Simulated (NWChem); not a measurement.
System meant: WNHOClF; SMILES [O]=[W](=[NH])([Cl])[F]

Input file for NWChem:

```
start job
memory heap 200 mb stack 900 mb global 1100 mb
geometry units angstroms noautoz
  W      0.033199    -0.160260    -0.025837
  O     -0.559196    -0.715993     1.460909
  N     -1.039101    -0.742007    -1.262815
  H     -1.875121    -1.252736    -1.535999
  F      1.722200    -0.891581    -0.343009
  Cl    -0.092726     2.119259    -0.047285
end
basis spherical
  * library def2-svp
end
ecp
  W library def2-ecp
end
dft
  odft
  mult 2
  xc pbe0
  iterations 150
  mulliken
end
task dft energy
```

End of the output:

```
 Summary of "ao basis" -> "ao basis" (spherical)
 ------------------------------------------------------------------------------
       Tag                 Description            Shells   Functions and Types
 ---------------- ------------------------------  ------  ---------------------
 W                          def2-svp                12       32   6s3p2d1f
 O                          def2-svp                 6       14   3s2p1d
 N                          def2-svp                 6       14   3s2p1d
 H                          def2-svp                 3        5   2s1p
 F                          def2-svp                 6       14   3s2p1d
 Cl                         def2-svp                 8       18   4s3p1d

 Summary of "ao basis" -> "ao basis" (spherical)
 ------------------------------------------------------------------------------
       Tag                 Description            Shells   Functions and Types
 ---------------- ------------------------------  ------  ---------------------
 W                          def2-svp                12       32   6s3p2d1f
 O                          def2-svp                 6       14   3s2p1d
 N                          def2-svp                 6       14   3s2p1d
 H                          def2-svp                 3        5   2s1p
 F                          def2-svp                 6       14   3s2p1d
 Cl                         def2-svp                 8       18   4s3p1d

  number of electrons :                   56
  multiplicity        :                    2
 ------------------------------------------------------------------------
  no. of electrons and multiplicity not compatible                  56
 ------------------------------------------------------------------------
 ------------------------------------------------------------------------
  current input line :
    24: task dft energy
 ------------------------------------------------------------------------
 ------------------------------------------------------------------------
 There is an error in the input file
 ------------------------------------------------------------------------
 For more information see the NWChem manual at https://nwchemgit.github.io

0: no. of electrons and multiplicity not compatible:Received an Error in Communication
```

### Question
Find the fault in this run and fix the input.

### Answer
The input was rejected before any calculation. Cause: the multiplicity doesn't fit the number of electrons (an even count wants an odd multiplicity, and the reverse). This input runs:
```
start job
memory heap 200 mb stack 900 mb global 1100 mb
geometry units angstroms noautoz
  W      0.033199    -0.160260    -0.025837
  O     -0.559196    -0.715993     1.460909
  N     -1.039101    -0.742007    -1.262815
  H     -1.875121    -1.252736    -1.535999
  F      1.722200    -0.891581    -0.343009
  Cl    -0.092726     2.119259    -0.047285
end
basis spherical
  W library def2-svp
  O library def2-svp
  N library def2-svp
  H library def2-svp
  F library def2-svp
  Cl library def2-svp
end
ecp
  W library def2-ecp
end
dft
  xc pbe0
  iterations 150
  mulliken
end
task dft energy
```
It converges to -757.16983 Ha (PBE0/def2-SVP with def2 effective core potentials on W).
